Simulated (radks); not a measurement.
The numbers below are computed, except where a source is named.
Ionisation of the antimony ion Sb3+, [Kr] 4d10 5s2, to [Kr] 4d10 5s1 as the strength of local exchange is varied. Code: a radial shooting solver on a logarithmic mesh with Libxc functionals. Model: Dirac Kohn-Sham, Slater X-alpha exchange (alpha = 2/3 is LDA exchange), no correlation, spin-unpolarised, spherical densities, point nucleus.

[
 {"alpha": "0.581", "E(Sb3+) (hartree)": "-6450.98809", "exchange (hartree)": "-138.50963", "IE (eV)": "42.248", "-e of the level emptied (eV)": "36.842 (5s1/2)", "<r> of it (bohr)": "2.051"},
 {"alpha": "0.586", "E(Sb3+) (hartree)": "-6452.18018", "exchange (hartree)": "-139.72604", "IE (eV)": "42.317", "-e of the level emptied (eV)": "36.910 (5s1/2)", "<r> of it (bohr)": "2.050"},
 {"alpha": "0.667", "E(Sb3+) (hartree)": "-6471.52118", "exchange (hartree)": "-159.48980", "IE (eV)": "43.436", "-e of the level emptied (eV)": "38.013 (5s1/2)", "<r> of it (bohr)": "2.026"},
 {"alpha": "0.796", "E(Sb3+) (hartree)": "-6502.43631", "exchange (hartree)": "-191.19045", "IE (eV)": "45.243", "-e of the level emptied (eV)": "39.799 (5s1/2)", "<r> of it (bohr)": "1.989"},
 {"alpha": "0.931", "E(Sb3+) (hartree)": "-6534.93763", "exchange (hartree)": "-224.66129", "IE (eV)": "47.165", "-e of the level emptied (eV)": "41.704 (5s1/2)", "<r> of it (bohr)": "1.952"},
 {"alpha": "0.955", "E(Sb3+) (hartree)": "-6540.73151", "exchange (hartree)": "-230.64330", "IE (eV)": "47.510", "-e of the level emptied (eV)": "42.047 (5s1/2)", "<r> of it (bohr)": "1.946"},
 {"alpha": "1.046", "E(Sb3+) (hartree)": "-6562.74345", "exchange (hartree)": "-253.41177", "IE (eV)": "48.828", "-e of the level emptied (eV)": "43.357 (5s1/2)", "<r> of it (bohr)": "1.922"}
]

NIST Atomic Spectra Database: 43.80 eV (measured). The Delta-SCF value meets it near alpha = 0.69. Spin polarisation and multiplet splitting are left out, so open shells lie too high by an amount that depends on their filling.

Beside tabulated values, note that spin-unpolarised runs miss the spin-polarisation part of the exchange energy of open shells.
